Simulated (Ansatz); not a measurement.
An input meant for Be4O4H16 (charge 0, singlet).

```yaml
crystal:
  periodic: [true, true, true]
  atoms:
    - {symbol: O, position_ang: [-1.912146, 0.879427, -0.581553]}
    - {symbol: O, position_ang: [1.911731, -0.880371, -0.578496]}
    - {symbol: O, position_ang: [-0.880061, -1.909878, 0.581784]}
    - {symbol: O, position_ang: [0.879838, 1.911202, 0.578141]}
    - {symbol: Be, position_ang: [-1.926187, 0.889472, 1.021387]}
    - {symbol: Be, position_ang: [-0.888009, -1.926587, -1.021194]}
    - {symbol: Be, position_ang: [0.888667, 1.924013, -1.024814]}
    - {symbol: Be, position_ang: [1.925638, -0.887208, 1.024539]}
    - {symbol: H, position_ang: [-1.302716, 1.519075, -1.092281]}
    - {symbol: H, position_ang: [-2.004302, -0.001048, -1.089662]}
    - {symbol: H, position_ang: [1.302869, -1.521111, -1.088480]}
    - {symbol: H, position_ang: [2.004791, -0.000989, -1.088482]}
    - {symbol: H, position_ang: [-1.520750, -1.300434, 1.091350]}
    - {symbol: H, position_ang: [-0.000551, -2.002534, 1.091381]}
    - {symbol: H, position_ang: [-0.000238, 2.004531, 1.086930]}
    - {symbol: H, position_ang: [1.520200, 1.303181, 1.089554]}
    - {symbol: H, position_ang: [-2.343719, -0.291007, 1.619217]}
    - {symbol: H, position_ang: [-1.301078, 1.977323, 1.613945]}
    - {symbol: H, position_ang: [-1.975228, -1.302751, -1.616264]}
    - {symbol: H, position_ang: [0.293359, -2.344493, -1.617059]}
    - {symbol: H, position_ang: [1.976528, 1.299193, -1.617551]}
    - {symbol: H, position_ang: [-0.292556, 2.340256, -1.622009]}
    - {symbol: H, position_ang: [2.343225, 0.294443, 1.620050]}
    - {symbol: H, position_ang: [1.300674, -1.973697, 1.619571]}
basis:
  gaussian: {orbitals: 6-31G}
hamiltonian: {xc: {name: BLYP}, dispersion: d3bjatm}
scf: {omitted_lower_state_checks: [starts]}
output: {forces: true}
```

```sh
$ ansatz run in.yaml --threads 4 --pin off --events-out ev --progress --plain --max-ram 4787MiB
```

Problem. Predict how Ansatz answers.

Solution. The program refused the input. The species is marked periodic without a cell.
```
Error: YAML parse error: error: line 2 column 3: crystal: missing field `lattice` (a structure is typed as `lattice` and `atoms`, a molecule's as `atoms` in Å alone, or read from a run's directory, `checkpoint`)
 --> <input>:2:3
  |
1 | crystal:
2 |   periodic: [true, true, true]
  |   ^ crystal: missing field `lattice` (a structure is typed as `lattice` and `atoms`, a molecule's as `atoms` in Å alone, or read from a run's directory, `checkpoint`)
3 |   atoms:
4 |     - {symbol: O, position_ang: [-1.912146, 0.879427, -0.581553]}
  |
```
